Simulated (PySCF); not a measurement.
**A computed series [M(OH)3]−**

Computed with PySCF 2.14.0, PBE0, def2-SVP on the ligands, density fitting, scalar-relativistic core potentials, no spin-orbit coupling, vacuum. Each member is relaxed from one template within its symmetry. Distances are means of the shortest metal–ligand contacts, charges and spins Mulliken's; removal energies are rigid, with the ligand's formal charge and no counterpoise, so too large; for an anion taken off a cation in vacuum most of it is the attraction of opposite charges, and multiply charged cations can part far more cheaply with an electron moved from ligand to metal. lcecp potentials hold a fixed number of 4f electrons in the core, out of states, spins and gaps.

```json
{"metal": "Ce", "basis on the metal": "lcecp-0-SVP with ECP48", "point group": "D3h", "M–OH (Å)": "2.340", "charge on M (e)": "0.60", "removal of one OH (eV)": "4.53", "strongest infrared band, degenerate modes summed (cm⁻¹)": "233", "unstable modes (below −25 cm⁻¹)": "0"}
{"metal": "Sm", "basis on the metal": "lcecp-0-SVP with ECP52", "point group": "D3h", "M–OH (Å)": "2.280", "charge on M (e)": "0.55", "removal of one OH (eV)": "4.69", "strongest infrared band, degenerate modes summed (cm⁻¹)": "233", "unstable modes (below −25 cm⁻¹)": "0"}
{"metal": "Yb", "basis on the metal": "lcecp-0-SVP with ECP60", "point group": "D3h", "M–OH (Å)": "2.195", "charge on M (e)": "0.54", "removal of one OH (eV)": "4.94", "strongest infrared band, degenerate modes summed (cm⁻¹)": "196", "unstable modes (below −25 cm⁻¹)": "0"}
{"metal": "Pb", "basis on the metal": "def2-SVP with ECP60", "point group": "C3", "M–OH (Å)": "2.191", "charge on M (e)": "0.48", "removal of one OH (eV)": "4.66", "strongest infrared band, degenerate modes summed (cm⁻¹)": "453", "unstable modes (below −25 cm⁻¹)": "0"}
```

**Question.** A further member has point group D3h, M–OH (Å) 2.255, charge on M (e) 0.55, removal of one OH (eV) 4.76, strongest infrared band, degenerate modes summed (cm⁻¹) 228, unstable modes (below −25 cm⁻¹) 0. Which metal is it?

**Answer.** Gd, lcecp-0-SVP with ECP54. This is one of several that fit.

From Ce to Yb the M–OH distance shrinks by 0.15 Å, the lanthanide contraction, and the energy to remove one OH rises by 0.40 eV.

Moved off a saddle point of the template and relaxed again: Pb. One start shape was tried for each, so a minimum needn't be the lowest isomer. Oxidation states forced by the potential, rare, strongly oxidising or of another configuration in reality: [Ce(OH)3]−, [Gd(OH)3]−.
